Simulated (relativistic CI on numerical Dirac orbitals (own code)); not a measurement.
# Mn⁴⁺: L2,3 absorption edge

Computed with this model: Dirac-Coulomb-Breit CI, KLI orbitals optimised for each configuration, QED by a radiative potential, valence Slater integrals scaled by 0.8, multiplet model of core-to-valence dipole absorption; configurations [Ar] 3d3 → [He] 2s2 2p5 3s2 3p6 3d4; 300 K; Lorentzian 0.6 eV and Gaussian 0.3 eV FWHM. Energies are those of the free ion, without screening or charge transfer. The branching ratio is the share of the lower-energy edge in the whole absorption, uncertain by about 0.02 where the edges overlap. S is read from ⟨S²⟩ = S(S + 1).

Field parameters in Wybourne normalisation: Td as Oh with Dq negative (B⁴₀ = 21Dq, B⁴₄ = √(5/14) B⁴₀). The field is a parameter set, without covalency.

Case Td, 10Dq = -7800 cm⁻¹, the dichroism is that of the ground state at zero temperature, magnetised by exchange field 10 meV on Sz. The dichroism I(Δm = −1) − I(Δm = +1), over the sum of the three polarisations, integrates to 0.0112 on the lower edge and 0.1032 on the upper edge. The branching ratio is 0.620.

Question: Use the orbital sum rule with 7 holes to get ⟨Lz⟩.

Answer: For a p → d edge ⟨Lz⟩ = 2 × n_h × (sum of both integrals) in this sign convention = 1.60; the ground state itself has ⟨Lz⟩ = 1.62 and ⟨Sz⟩ = -1.48. The rule assumes one radial integral for both edges, which relativistic orbitals only approach.
